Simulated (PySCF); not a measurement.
**Spinor energies of Pm⁺ (promethium, charge +1)**

Start: [Xe] 4f5 6s1; 4f5/2 filled at m_j = -3/2, -1/2, +1/2, +3/2, +5/2; 6s1/2 filled at m_j = -1/2. Calculated with PySCF 2.14 in x2c-TZVPall-2c with one added diffuse shell each of s, p, d, f type (12s12p11d5f1g, 147 functions): generalised Hartree-Fock with the X2C-1e Hamiltonian and a Gaussian nucleus; one run each with spin-orbit coupling (SO) switched off, then screened by Boettger's factors.

| spinor shell | electrons | ε, spin-free (eV) | ε, screened SO (eV) | weight of nominal j (screened SO) | rms radius, screened SO (bohr) |
| --- | --- | --- | --- | --- | --- |
| 1s1/2 | 2 | -45412.9 | -45405.6 | 1.000 | 0.0264 |
| 2s1/2 | 2 | -7503.2 | -7500.9 | 1.000 | 0.107 |
| 2p1/2 | 2 | -6694.9 | -7088.3 | 1.000 | 0.0918 |
| 2p3/2 | 4 | -6694.9 | -6523.9 | 1.000 | 0.0979 |
| 3s1/2 | 2 | -1688.4 | -1687.6 | 1.000 | 0.277 |
| 3p1/2 | 2 | -1429.1 | -1510.1 | 1.000 | 0.269 |
| 3p3/2 | 4 | -1429.1 | -1393.4 | 1.000 | 0.282 |
| 3d3/2 | 4 | -1073.2 | -1088.3 | 0.996 | 0.254 |
| 3d5/2 | 6 | -1073.2 | -1062.4 | 0.997 | 0.257 |
| 4s1/2 | 2 | -361.14 | -360.90 | 1.000 | 0.630 |
| 4p1/2 | 2 | -273.40 | -292.56 | 0.976 | 0.651 |
| 4p3/2 | 4 | -273.40 | -264.78 | 0.988 | 0.678 |
| 4d3/2 | 4 | -146.26 | -153.85 | 0.713 | 0.742 |
| 4d5/2 | 6 | -146.26 | -140.98 | 0.808 | 0.746 |
| 5s1/2 | 2 | -57.602 | -57.564 | 1.000 | 1.56 |
| 5p1/2 | 2 | -34.065 | -37.183 | 0.913 | 1.75 |
| 5p3/2 | 4 | -34.065 | -32.660 | 0.956 | 1.86 |
| 4f5/2 | 5 | -18.534 | -18.524 | 0.629 | 1.11 |
| 6s1/2 | 1 | -10.222 | -10.224 | 1.000 | 4.41 |

| quantity | spin-free | screened SO |
| --- | --- | --- |
| E (hartree) | -10013.58339 | -10018.94612 |
| M_J | 2 | 2 |
| ⟨J²⟩ | 12.018 | 11.429 |
| ⟨L²⟩ | 30.015 | 29.882 |
| ⟨S²⟩ | 12.004 | 11.943 |

The determinant has a definite M_J but mixes levels of different J.

Each row is a mean over spinors that exchange with the open shell spreads, by up to 8.548 eV (4d3/2).

Rows whose weight is well below 1 are mixtures of j = l ± 1/2: exchange outweighs spin-orbit coupling there, and the label is only the starting occupation.

Breit and QED terms are absent; they matter most for the inner s and p1/2 levels.

Densities and radii are taken from the X2C orbitals without a picture-change correction, which distorts them close to the nucleus.

Without spin-orbit coupling the j labels of p, d and f shells carry no meaning; the spin-free column gives the mean over the occupied spinors of each nl shell.
